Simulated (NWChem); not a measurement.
Program: NWChem. System: F$_{4}$Se, charge 1, spin multiplicity 2, at the geometry of a parent with another charge or spin, in a state set for the comparison that need not be this species' ground state. Its SCF solution wasn't tested for a lower state. Level: UPBE0/x2c-SVPall-2c, scalar ZORA.

Part of the output:

```
             Northwest Computational Chemistry Package (NWChem) 7.3.0
             --------------------------------------------------------

                                NWChem Input Module
                                -------------------

 Scaling coordinates for geometry "geometry" by  1.889725989
 (inverse scale =  0.529177249)

                             Geometry "geometry" -> ""
                             -------------------------

 Output coordinates in angstroms (scale by  1.889725989 to convert to a.u.)

  No.       Tag          Charge          X              Y              Z
 ---- ---------------- ---------- -------------- -------------- --------------
    1 Se                  34.0000     0.00000000     0.00000000    -0.32425900
    2 F                    9.0000     0.00000000    -1.32003800     0.78436000
    3 F                    9.0000     1.78540700     0.00000000    -0.17187100
    4 F                    9.0000     0.00000000     1.32003800     0.78436000
    5 F                    9.0000    -1.78540700     0.00000000    -0.17187100

 Effective nuclear repulsion energy (a.u.)     467.7654485966

            Nuclear Dipole moment (a.u.)
            ----------------------------
        X                 Y               Z
 ---------------- ---------------- ----------------
     0.0000000000     0.0000000000    -0.0000075589


 Summary of "ao basis" -> "" (spherical)
 ------------------------------------------------------------------------------
       Tag                 Description            Shells   Functions and Types
 ---------------- ------------------------------  ------  ---------------------
 *                       x2c-svpall-2c                on all atoms

                                 NWChem DFT Module
                                 -----------------

 Summary of "ao basis" -> "ao basis" (spherical)
 ------------------------------------------------------------------------------
       Tag                 Description            Shells   Functions and Types
 ---------------- ------------------------------  ------  ---------------------
 Se                      x2c-svpall-2c              14       38   5s6p3d
 F                       x2c-svpall-2c               6       14   3s2p1d

 Summary of "ao basis" -> "ao basis" (spherical)
 ------------------------------------------------------------------------------
       Tag                 Description            Shells   Functions and Types
[...]
    69     -0.197952  4 F  s                 35     -0.162636  1 Se d -1

 Vector   37  Occ=0.000000D+00  E=-3.181806D-01
              MO Center= -1.5D-07, -3.2D-08,  9.8D-02, r^2= 2.1D+00
   Bfn.  Coefficient  Atom+Function         Bfn.  Coefficient  Atom+Function
  ----- ------------  ---------------      ----- ------------  ---------------
     4      0.728490  1 Se s                 20      0.584577  1 Se pz
    17      0.524489  1 Se pz                 3     -0.344689  1 Se s
    43     -0.308029  2 F  py                71      0.308029  4 F  py
    11     -0.275908  1 Se pz                46     -0.262835  2 F  py
    74      0.262835  4 F  py                41     -0.216885  2 F  s

   alpha - beta orbital overlaps
   -----------------------------

   alpha      1      2      3      4      5      6      7      8      9     10
    beta      1      2      3      4      5      6      7      8      9     10
 overlap   1.000  1.000  1.000  1.000  1.000  1.000  1.000  1.000  1.000  1.000

   alpha     11     12     13     14     15     16     17     18     19     20
    beta     12     11     13     14     16     15     18     17     19     21
 overlap   1.000  1.000  1.000  1.000  1.000  1.000  1.000  1.000  0.986  1.000

   alpha     21     22     23     24     25     26     27     28     29     30
    beta     20     22     23     24     25     26     29     27     28     31
 overlap   1.000  0.986  0.997  0.945  1.000  0.974  0.909  0.996  0.883  0.938

   alpha     31     32     33     34     35     36     37     38     39     40
    beta     30     32     33     34     35     36     37     38     39     40
 overlap   0.891  0.891  0.964  0.996  0.913  1.000  0.999  0.993  0.999  1.000

   alpha     41     42     43     44     45     46     47     48     49     50
    beta     41     42     43     44     45     46     47     48     49     50
 overlap   0.998  1.000  1.000  0.998  0.999  1.000  0.999  1.000  1.000  0.916

   alpha     51     52     53     54     55     56     57     58     59     60
    beta     51     52     54     53     55     56     57     58     59     60
 overlap   1.000  0.979  0.903  1.000  0.999  0.994  1.000  1.000  1.000  1.000

   alpha     61     62     63     64     65     66     67     68     69     70
    beta     61     62     63     64     65     66     67     70     69     68
 overlap   0.999  1.000  1.000  0.999  0.998  1.000  0.993  0.890  0.978  0.955

   alpha     71     72     73     74     75     76     77     78     79     80
    beta     77     78     79     71     72     75     73     74     76     81
 overlap   0.882  0.673  0.681  0.779  0.998  0.978  0.997  0.882  0.710  0.998

   alpha     81     82     83     84     85     86     87     88     89     90
    beta     80     82     83     84     85     86     87     88     89     90
 overlap   0.997  0.999  0.999  0.999  1.000  1.000  1.000  1.000  1.000  1.000

   alpha     91     92     93     94
    beta     91     92     93     94
 overlap   1.000  1.000  1.000  1.000

     --------------------------
     Expectation value of S2:
     --------------------------
      <S2> =      0.7672 (Exact =     0.7500)

 center of mass
 --------------
 x =   0.00000000 y =   0.00000000 z =  -0.02826865

 moments of inertia (a.u.)
 ------------------
         353.433144340962           0.000000000000           0.000000000000
           0.000000000000         549.527903255185           0.000000000000
           0.000000000000           0.000000000000         668.971068464716

     Multipole analysis of the density
     ---------------------------------

     L   x y z        total         alpha         beta         nuclear
     -   - - -        -----         -----         ----         -------
     0   0 0 0      1.000000    -35.000000    -34.000000     70.000000

     1   1 0 0      0.000000      0.000000      0.000000      0.000000
     1   0 1 0      0.000000      0.000000     -0.000000      0.000000
     1   0 0 1     -1.085695     -0.248506     -0.837181     -0.000008

     2   2 0 0    -24.413784   -119.343979   -109.971072    204.901267
     2   1 1 0     -0.000000     -0.000000     -0.000000      0.000000
     2   1 0 1     -0.000000     -0.000000     -0.000000      0.000000
     2   0 2 0    -24.547786    -68.622788    -67.931451    112.006453
     2   0 1 1      0.000000      0.000000      0.000000      0.000000
     2   0 0 2    -23.076811    -39.452154    -37.835474     54.210817

 Task  times  cpu:       23.5s     wall:       23.5s

 Total times  cpu:       23.5s     wall:       23.5s
```

Write an NWChem input that would produce this output.

One answer among several that fit: 
```
start mol
memory heap 200 mb stack 900 mb global 1100 mb
charge 1
geometry units angstroms nocenter noautoz noautosym
  Se     0.000000     0.000000    -0.324259
  F      0.000000    -1.320038     0.784360
  F      1.785407     0.000000    -0.171871
  F      0.000000     1.320038     0.784360
  F     -1.785407     0.000000    -0.171871
end
basis spherical
  * library x2c-svpall-2c
end
relativistic
  zora on
end
dft
  xc pbe0
  odft
  mult 2
  semidirect memsize 60000000 filesize 0
  iterations 100
  grid fine
end
task dft energy
```
